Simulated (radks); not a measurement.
Results of a calculation; reference values are marked as such.
Ionisation of K+, [Ar], to K2+, [Ne] 3s2 3p5, under several functionals. Non-relativistic Kohn-Sham, spin-unpolarised, spherical densities, point nucleus; a radial shooting solver on a logarithmic mesh with Libxc functionals.

\begin{tabular}{lrrrrrr}
functional & E(K+) (hartree) & Exc (hartree) & IE (eV) & -e(HOMO) (eV) & <r> HOMO (bohr) & IE error (eV) \\ \hline
revTPSS & -599.57399 & -33.11755 & 32.092 & 25.056 & 1.427 & +0.467 \\
exchange-only B88 & -598.99474 & -32.52667 & 30.796 & 23.775 & 1.433 & -0.829 \\
BP86 & -599.81712 & -33.36885 & 32.020 & 24.975 & 1.426 & +0.395 \\
PBE & -599.54697 & -33.09166 & 31.943 & 24.896 & 1.427 & +0.318 \\
AM05 & -598.18209 & -31.69054 & 31.861 & 24.819 & 1.427 & +0.236 \\
PW91 & -599.75358 & -33.30464 & 32.017 & 24.966 & 1.427 & +0.392 \\
BLYP & -599.76669 & -33.31201 & 31.795 & 24.753 & 1.430 & +0.170 \\
LDA (Slater exchange, Perdew-Zunger correlation) & -598.03025 & -31.52984 & 32.016 & 24.983 & 1.428 & +0.391 \\
SCAN & -599.81652 & -33.38740 & 32.506 & 25.492 & 1.424 & +0.881 \\
\end{tabular}

NIST Atomic Spectra Database: 31.625 eV (measured). Closest: BLYP. The Delta-SCF values span 1.71 eV, the total energies 1.79 hartree. The highest occupied level is 3p. Spin polarisation and multiplet splitting are left out, so open shells lie too high by an amount that depends on their filling.

Beside tabulated values, note that spin-unpolarised runs miss the spin-polarisation part of the exchange energy of open shells.
